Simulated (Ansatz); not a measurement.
Consider the hydrogen abstraction from the O–H bond: `CB(O)F` + F• → `CB([O])F`• + H–F.

Computed with Ansatz on PBE0-D4/def2-TZVP structures; ΔE is electronic, products minus reactants. CBS: MP2 limit from def2 TZ/QZ plus the TZ coupled-cluster correction, frozen cores. This one scheme is used for every species, atoms too. Functionals use def2-TZVPP. No spin–orbit coupling; open shells (•) take unrestricted orbitals. Spin–orbit coupling would lower the free atoms: a little for F. One conformer a species, not always the lowest.

Problem. Is it downhill or uphill in electronic energy at CCSD(T)/CBS, and by how much? (An estimate is asked.)

Solution. Computed: Downhill: ΔE = -18.2 kcal/mol.

Problem. What do these levels give: CAM-B3LYP-D4, ωB97X-V, BLYP, LC-ωPBE, SCS-MP2/def2-TZVPP, CCSD(T)/def2-TZVPP? (An estimate is asked.)

Solution. Ansatz gave: CAM-B3LYP-D4 -19.1, ωB97X-V -17.8, BLYP -25.1, LC-ωPBE -18.7, SCS-MP2/def2-TZVPP -14.7, CCSD(T)/def2-TZVPP -16.7 kcal/mol.

Largest T1 diagnostic among the species: 0.018.

From BLYP to BHLYP (50 % exact exchange), in def2-TZVPP and without D4, ΔE moves by +10.1 kcal/mol. Leaving LDA and LC-ωPBE aside and taking each functional with its dispersion term where it has one, the values, not all of them listed here, spread over 9.8 kcal/mol, from BLYP-D4 to BHLYP-D4. LDA lies −4.5 kcal/mol from PBE without D4.
